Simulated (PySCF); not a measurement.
**From a computed spectrum to the compound**

A species of 6 atoms with charge 0 has these harmonic modes (BP86, small Gaussian bases with core potentials, PySCF 2.14.0):

```
cm⁻¹  km/mol  symmetry
 111     8.0       a''
 414    36.9        a'
 463    21.5        a'
 528     0.5       a''
 714    24.9        a'
1096     4.0        a'
1373     4.4        a'
1374     5.3       a''
1521   491.0        a'
2954    11.4        a'
3053    14.3       a''
3083    10.9        a'
```

(1) Which species is it, and in which structure?

## Answers

(1) Pb(CH3)H (singlet):
```xyz
6

Pb   -0.1303    0.0000   -0.0956
C     1.8232    0.0000    1.1799
H     2.7285    0.0000    0.5415
H     1.8262    0.8959    1.8365
H     1.8262   -0.8959    1.8365
H    -1.1931    0.0000    1.4613
```
Ideal gas at 298.15 K and 1 bar: S = 294.6 J/(mol K), Cp = 63.8 J/(mol K), H − H(0 K) = 14.2 kJ/mol (rigid rotor, harmonic modes, spin degeneracy alone). 
 The answer isn't unique; the calculation gave this one.
